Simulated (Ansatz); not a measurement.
## Worked example: SiH(CH3)Br2 + C2H5Br → SiH(CH3)2Br + CH2Br2

Species: SiH(CH3)Br2, singlet; C2H5Br (bromoethane) `CCBr`, singlet; SiH(CH3)2Br, singlet; CH2Br2 (dibromomethane) `BrCBr`, singlet. The partners trade Br for CH3: Si–Br and C–CH3 bonds give way to Si–CH3 and C–Br.

Shapes, held fixed at every level: PBE0-D4/def2-TZVP. Programs: Ansatz 0.2.0. The zero-point and thermal change to 298 K, harmonic and unscaled (PBE0-D4/def2-TZVP), is -5.8 kJ/mol.

At CCSD(T)/def2-TZVPP; 1 Eh = 2625.50 kJ/mol:

```
    species   energy (Eh)
SiH(CH3)Br2  -5475.018723
     C2H5Br  -2651.785490
SiH(CH3)2Br  -2942.113401
     CH2Br2  -5184.644088
```

Problem. Work out ΔH(298 K) of the reaction at this level.

Solution. 
1. Products less reactants: (-2942.113401) + (-5184.644088) − [(-5475.018723) + (-2651.785490)] = 0.046724 Eh = +122.7 kJ/mol.
2. With the thermal change: +122.7 + (-5.8) = +116.9 kJ/mol.

Other levels give +116.7 (B3LYP-D4/def2-TZVPP) to +132.0 kJ/mol (HF/def2-TZVPP). No measured value is set beside it here. Relativity is left out for Br unless named. Correlated rows may include outer-core shells of Br, which these sets cover unevenly.
